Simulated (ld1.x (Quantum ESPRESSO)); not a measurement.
iridium (Ir): one change to a TM potential, before and after

ld1.x (Quantum ESPRESSO) 7.5 input, shortened:

```
&input
   title='Ir', zed=77., rel=1, dft='PZ', iswitch=3,
   config='[Xe] 4f14 5d7 6s1.5 6p0.5'
 /
 &inputp
   pseudotype=2, tm=.true., lloc=-1, rcloc=1.65,
   nlcc=.true., rcore=1.00
 /
3
6S  1  0   1.50   0.00  2.20  2.20  0.0
6P  2  1   0.50   0.00  2.40  2.40  0.0
5D  3  2   7.00   0.00  1.45  1.45  0.0
 &test
   configts(1)='5d7 6s1.5 6p0.5'
 /
```

Change: reference 5d7 6s2 6p0.

Cutoffs: the cutoffs (Ry, on a coarse ladder) from which the occupation-weighted sum of valence levels, in a spherical-Bessel basis at the reference potential, stays within 10 and 1 mRy of its value at 400 Ry; they do not see the model core or the augmentation charge, which bear on the density cutoff. Errors are all-electron minus pseudo energies relative to the spin-unpolarised reference configuration.

Problem. What does the change do?

Solution. The potential gets softer (55 Ry and 70 Ry → 40 Ry and 70 Ry); both files keep a bound ghost (d, p, s).

| quantity | base | changed |
| --- | --- | --- |
| cutoff, loose | 55 Ry | 40 Ry |
| cutoff, tight | 70 Ry | 70 Ry |
| bound ghosts | s, d, p | d, s, p |
| largest error over its own tests, meV | -195 | -120 |
| s: phases at 2.59 bohr within 0.05 rad from the reference energy up to (Ry; the scan ends near 5) | 2.5 | 2.5 |
| p: phases at 2.59 bohr within 0.05 rad from the reference energy up to (Ry; the scan ends near 5) | 4.3 | 4.3 |
| d: phases at 2.59 bohr within 0.05 rad from the reference energy up to (Ry; the scan ends near 5) | 1.3 | 1.9 |

Base: These tests converged, but a pseudo level misses the all-electron one widely, so the file describes the atom poorly there or has found another state: 5d6 6s0 6p0: empty 6p by 5.6 eV (a node warning on the way). Changed file: These tests converged, but a pseudo level misses the all-electron one widely, so the file describes the atom poorly there or has found another state: 5d6 6s0 6p0: empty 6p by 5.6 eV. A true bound ghost makes a file unfit for plane-wave use even where its test errors are small: the radial tests pick states by their node count and pass the ghost by.
